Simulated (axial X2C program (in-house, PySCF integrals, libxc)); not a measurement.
Worked dissociation energy of CrSi: B3LYP, with spin–orbit coupling

All values were computed with an in-house all-electron X2C program for linear molecules (integrals from PySCF). Two-component (2c) means X2C with spin–orbit coupling and atomic mean-field two-electron Coulomb and Gaunt terms. Basis: Cr dyall-cv3z [9s10p6d3f2g], Si dyall-v3z [8s7p2d1f] (cores contracted in-house); Gaussian nuclei, density fitting, unrestricted open shells. Masses: Cr 51.941 u, Si 27.977 u.

Molecular state: Ω = 4 (⟨Sz⟩ = 4.00, ⟨Lz⟩ = 0.00 at B3LYP).

```
E(Cr) (2M_J = 6) : -1050.572448 hartree
E(Si) (2M_J = 2) : -289.975766 hartree
E(CrSi) at Re    : -1340.585926 hartree
ωe               : 255.0 cm⁻¹
ωexe             : 1.83 cm⁻¹
```

Task: Work out De and D0.

Result: De = -1050.572448 + (-289.975766) − (-1340.585926) = 0.03771 hartree = 1.026 eV. The zero-point energy is ωe/2 − ωexe/4 = 127 cm⁻¹ = 0.016 eV, so D0 = 1.010 eV.

Occupations by symmetry block were frozen at the best pattern of an incomplete PBE0 search. De is counted from the lowest determinant-based energies of the atoms at the same level, without counterpoise correction. Density functionals use the spin component along the axis (collinear). In 2c an atomic determinant is not the ground J level, so De misses part of the atomic spin–orbit lowering. This holds for B3LYP. PBE0 can misorder states that lie within some tenths of an eV, so this need not be the ground state of the molecule. The nearest other spin-free determinant of the search, M_S = 3, Λ = 1, lies 0.03 eV up at the distance of the search. The functionals have no current-density term, which raises determinants with orbital currents, atoms included. With several unpaired electrons one determinant need not be a pure state. A state of lower Ω lies just above, and one determinant can place such states too high, so the state shown need not be the lowest. The search has Ω = 2 only 0.02 eV up. Open-shell Ω = 0 determinants with evenly filled partner blocks cannot be reached by this program, so the Ω shown need not be the lowest component.

Each atomic determinant is the lowest at this level and need not be a pure J level. Totals compare only within one Hamiltonian and basis.
